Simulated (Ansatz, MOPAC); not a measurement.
Molecule: carbon diselenide, CSe$_{2}$, charge 0, multiplicity 1. SMILES: [Se]=C=[Se]
Geometry from a B3LYP-D3(BJ)/def2-TZVP (Ansatz, a program for electronic structure) optimisation:
```
C
Se 1 1.6965
Se 1 1.6965 2 180.00
```
Charge 0, spin multiplicity 1.

Quantity: vertical electron affinity to the doublet, in eV. Terms: non-relativistic; open shells spin-unrestricted; six Cartesian d functions in 6-31G* and its kin unless marked 5d; each state is the SCF solution reached for its charge and spin; LANL2DZ with its own core potentials from Na on; dispersion terms only where a functional's name holds one; valence correlation only (noble-gas shells and the d and f shells of earlier blocks); no spin-orbit coupling. Ab initio and DFT rows: single points at B3LYP-D3(BJ) geometries (Ansatz). Semi-empirical rows: differences of heats of formation at the shared geometry for vertical values. Anions need diffuse functions, which STO-3G, LANL2DZ, def2-SVP, cc-pVDZ and Pople sets without + lack.

```
level                              program  vertical electron affinity to the doublet (eV)
---------------------------------  -------  ----------------------------------------------
AM1                                  MOPAC                                            0.98
PM3                                  MOPAC                                            2.30
HF/6-31G*                           Ansatz                                            0.36
HF/6-31G* with LANL2DZ past Ar      Ansatz                                            0.18
PBE/6-31G* with LANL2DZ past Ar     Ansatz                                           -0.27
B3LYP/3-21G                         Ansatz                                           -0.38
B3LYP/6-31G*                        Ansatz                                            0.15
B3LYP/6-31G* with LANL2DZ past Ar   Ansatz                                           -0.05
MP2/6-31G*                          Ansatz                                           -0.64
MP2/6-31G* with LANL2DZ past Ar     Ansatz                                           -1.17
PBE/def2-TZVPD                      Ansatz                                            0.36
B3LYP/def2-TZVPD                    Ansatz                                            0.53
```

No value to compare with is used here. The 10 habitual levels span -1.17 (MP2/6-31G* with LANL2DZ past Ar) to 2.30 eV (PM3); PBE/def2-TZVPD gives 0.36.

The levels are drawn from those run, B3LYP/6-31G* more often than the rest, none by its result; left out are runs that failed, that the program found above a lower state of the same kind, or whose <S^2> lies over 0.5 above the pure value.
